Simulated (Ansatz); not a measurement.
Steps of a relaxation of F$_{2}$GaH (`[F][GaH][F]`) with RKS PBE-D4/def2-SVP.

```sh
$ ansatz run in.yaml --threads 4 --pin off --events-out ev --progress --plain --max-ram 10444MiB
```

```yaml
crystal:
  periodic: [false, false, false]
  atoms:
    - {symbol: F, position_ang: [-0.926600, -0.458700, 1.137300]}
    - {symbol: Ga, position_ang: [0.057800, 0.100800, -0.260600]}
    - {symbol: F, position_ang: [1.657200, -0.413300, 0.335300]}
    - {symbol: H, position_ang: [-0.732800, 0.711000, -1.232300]}
basis:
  gaussian: {orbitals: def2-SVP}
hamiltonian: {xc: pbe, dispersion: d4}
relax: {f_tol: 0.03, max_steps: 200}
```

Positions (Å) and forces (eV/Å) along the path, 5 of 5 steps:

```xyz
4
step=1 energy=-57805.4273 eV
F    -0.927   -0.459    1.137    0.141    0.242   -0.552
Ga    0.058    0.101   -0.261    1.535   -2.141    3.879
F     1.657   -0.413    0.335   -0.370    0.441   -0.807
H    -0.733    0.711   -1.232   -1.306    1.458   -2.521
4
step=2 energy=-57805.7632 eV
F    -0.984   -0.476    1.168    0.243    0.218   -0.325
Ga    0.051    0.103   -0.167    0.255   -1.113    1.674
F     1.694   -0.403    0.271   -0.327    0.344   -0.411
H    -0.706    0.715   -1.292   -0.170    0.551   -0.938
4
step=3 energy=-57805.8781 eV
F    -1.036   -0.482    1.239    0.207    0.016   -0.212
Ga    0.004    0.006   -0.110   -0.030    0.167    0.095
F     1.718   -0.345    0.201   -0.470    0.079   -0.161
H    -0.631    0.761   -1.350    0.293   -0.261    0.278
4
step=4 energy=-57805.9026 eV
F    -1.029   -0.499    1.250   -0.038   -0.033    0.075
Ga   -0.021    0.030   -0.088   -0.030    0.030   -0.043
F     1.679   -0.331    0.164    0.088   -0.026    0.025
H    -0.573    0.740   -1.347   -0.021    0.029   -0.056
4
step=5 energy=-57805.9031 eV
F    -1.025   -0.502    1.255    0.003    0.007   -0.015
Ga   -0.023    0.033   -0.090    0.010   -0.015    0.028
F     1.678   -0.334    0.169   -0.010    0.005   -0.008
H    -0.575    0.743   -1.354   -0.003    0.003   -0.006
```

Run time 2.2 s (4 threads of an Arm Neoverse V2 on a shared host); peak host memory 0.12 GiB.
